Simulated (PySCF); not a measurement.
GeHI, SMILES [I][GeH] (connectivity only; charge and spin as stated), neutral, multiplicity 1.

Geometry: PBE-D3(BJ)/def2-TZVP. The def2 effective core potentials stand for the cores of I; spin–orbit coupling is left out.

The numbers are results of HF/def2-TZVPD run with PySCF, not measurements.

Symmetry labels are those of the subgroup Cs that the program uses (full group Cs).

Problem. List the valence orbital energies around the gap with their symmetry. (An estimate is asked for; the answer gives what the named calculation found.)

Solution. 
```json
[
 {"orbital": "HOMO−7", "symmetry": "A'", "energy (eV)": "-45.44"},
 {"orbital": "HOMO−6", "symmetry": "A'", "energy (eV)": "-45.37"},
 {"orbital": "HOMO−5", "symmetry": "A'", "energy (eV)": "-24.19"},
 {"orbital": "HOMO−4", "symmetry": "A'", "energy (eV)": "-17.86"},
 {"orbital": "HOMO−3", "symmetry": "A'", "energy (eV)": "-12.02"},
 {"orbital": "HOMO−2", "symmetry": "A'", "energy (eV)": "-10.44"},
 {"orbital": "HOMO−1", "symmetry": "A\"", "energy (eV)": "-10.27"},
 {"orbital": "HOMO", "symmetry": "A'", "energy (eV)": "-9.18"},
 {"orbital": "LUMO", "symmetry": "A\"", "energy (eV)": "-0.30"},
 {"orbital": "LUMO+1", "symmetry": "A'", "energy (eV)": "1.20"},
 {"orbital": "LUMO+2", "symmetry": "A'", "energy (eV)": "1.72"},
 {"orbital": "LUMO+3", "symmetry": "A\"", "energy (eV)": "1.73"}
]
```
